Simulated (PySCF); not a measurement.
A structure optimised at PBE-D3(BJ)/def2-SVP, used in a PySCF frequency run:

```xyz
13

Si     2.3257    -0.3831    -0.1509
N      3.0168     1.1550     0.2876
C      0.4875    -0.2485    -0.0983
C     -0.7468    -0.1713    -0.0486
B     -2.2910    -0.0691     0.0062
O     -3.0913    -1.1576    -0.2161
O     -2.9217     1.1150     0.2805
H      2.7786    -0.6807    -1.5521
H      2.6776    -1.5681     0.7188
H      2.8271     1.5290     1.2212
H      3.9941     1.3225     0.0341
H     -2.5614    -1.9525    -0.3978
H     -2.2790     1.8329     0.4113
```

Task: Write its SMILES and formula.

Result: N[SiH2]C#CB(O)O, C2H6BNO2Si

Task: What are its rotational constants (standard atomic weights)?

Result: 5.8573, 0.73107, 0.65642 GHz
